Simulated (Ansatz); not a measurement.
Stepwise reaction of `N[Si](N)(N)N` with hydrogen chloride, as a gas-phase model of exchange steps in deposition or etching. ΔE in kJ/mol; ΔG adds harmonic PBE0-D4 terms to CCSD(T)/CBS, at 1 bar.

Computed with Ansatz on PBE0-D4/def2-TZVP structures; ΔE is electronic, products minus reactants. CBS: MP2 limit from def2 TZ/QZ plus the TZ coupled-cluster correction, frozen cores. This one scheme is used for every species. Functionals use def2-TZVPP. B3LYP here is the variant with VWN-RPA as its local correlation; programs differ in this. One conformer a species, not always the lowest.

```csv
step,reaction,PBE-D4,B3LYP-D4,ωB97M-V,CCSD(T)/CBS,ΔG(400 K)
1,`N[Si](N)(N)N` + HCl → `N[Si](N)(N)Cl` + NH₃,-57.8,-53.8,-54.0,-51.1,-55.3
3,`N[Si](N)(Cl)Cl` + HCl → `N[Si](Cl)(Cl)Cl` + NH₃,-25.2,-20.2,-21.1,-20.5,-20.6
4,`N[Si](Cl)(Cl)Cl` + HCl → `Cl[Si](Cl)(Cl)Cl` + NH₃,-27.6,-21.6,-22.3,-22.4,-5.2
```

(1) Give the row of step 2, `N[Si](N)(N)Cl` + HCl → `N[Si](N)(Cl)Cl` + NH₃. (Estimate.)

(2) By hand: ΔE of the 4 steps together at CCSD(T)/CBS.

Answers

(1) The calculation gave: 
| step | reaction | PBE-D4 | B3LYP-D4 | ωB97M-V | CCSD(T)/CBS | ΔG(400 K) |
| --- | --- | --- | --- | --- | --- | --- |
| 2 | `N[Si](N)(N)Cl` + HCl → `N[Si](N)(Cl)Cl` + NH₃ | -48.0 | -43.3 | -44.4 | -44.9 | -27.4 |

(2) (-51.1) + (-44.9) + (-20.5) + (-22.4) = -138.9 kJ/mol, or -34.7 kJ/mol a step.

In ΔE step 1 is the lowest and step 3 the highest. All are downhill at CCSD(T)/CBS. ΔG lies between -55.3 and -5.2 kJ/mol a step. PBE-D4 differs from CCSD(T)/CBS by -6.7 to -3.1 kJ/mol a step. Isolated molecules leave out the surface, adducts and barriers. Largest T1 diagnostic: 0.009.
